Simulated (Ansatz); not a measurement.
Consider the ligand exchange at the Si–O bond: `[CH3][AlH][O][SiH2]O` + `[SiH3][SeH]` → `O[SiH2][Se][SiH3]` + `[CH3][AlH][OH]`.

Isolated molecules relaxed with PBE0-D4/def2-TZVP in Ansatz; ΔE leaves out vibrations. CBS: MP2 limit from def2 TZ/QZ plus the TZ coupled-cluster correction, frozen cores. Functionals use def2-TZVPP. B3LYP here is the variant with VWN-RPA as its local correlation; programs differ in this. For Se outer-core shells are correlated without core-valence functions, which leaves a few kJ/mol of doubt a bond. Scalar relativity is left out up to krypton. Each species was taken in one conformer, which may not be the lowest.

CCSD(T)/CBS gives +0.59 eV.

(1) Another level gave +0.53 eV. Which?
A. PBE-D4/def2-TZVPP
B. B3LYP-D4/def2-TZVPP
C. CCSD/def2-TZVPP
D. PBE0/def2-TZVPP

Largest T1 diagnostic among the species: 0.012.

Results:

(1) D. PBE0 0.53, CCSD/def2-TZVPP 0.70, PBE-D4 0.43, B3LYP-D4 0.64 eV.

In def2-TZVPP, CCSD(T) changes the Hartree–Fock value by −0.25 eV (the triples alone add −0.05 eV) and MP2 by −0.31 eV. The D4 term adds −0.07 eV with B3LYP and −0.03 eV with PBE0; it sums over pairs of atoms, weighted by their polarisabilities, and B3LYP, whose exchange is more repulsive, gets the larger term. From PBE to PBE0 (25 % exact exchange), in def2-TZVPP and without D4, ΔE moves by +0.06 eV.
